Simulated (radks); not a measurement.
These are the eigenvalues of the occupied orbitals of an atom or ion with whole-number occupations (eV). Calculated with a radial shooting solver on a logarithmic mesh with Libxc functionals: scalar-relativistic Kohn-Sham, r2SCAN, spin-polarised, spherical densities, finite nucleus; meta-GGA in the generalised Kohn-Sham scheme; Fermi nuclear charge, rms radius of each element as measured or else 0.836 A^(1/3) + 0.57 fm.

orbital  eigenvalue
1s down   -19871.79
1s up     -19871.75
2s up     -2824.059
2s down   -2823.331
2p up     -2522.644
2p down   -2522.127
3s up     -490.9470
3s down   -490.7291
3p up     -391.2629
3p down   -390.9741
3d up     -229.6626
3d down   -229.0876
4s up      -73.7879
4s down    -70.3470
4p up      -47.4945
4p down    -43.5372
4d up      -11.5885

Which element is it, and in what charge state? The configuration may be excited. Open shells, if any, are filled with parallel spins first.

Answer. Z = 42, molybdenum, charge +1: Mo+ in [Kr] 4d5. The list shows which subshells hold electrons but not how many an open one holds; the 1s level, -730.27 hartree, gives Z - s = 38.2 by -(Z - s)^2/2, which with screening and relativity narrows Z to a few neighbours, and the depths of the outer levels then fix element, charge and occupations together.
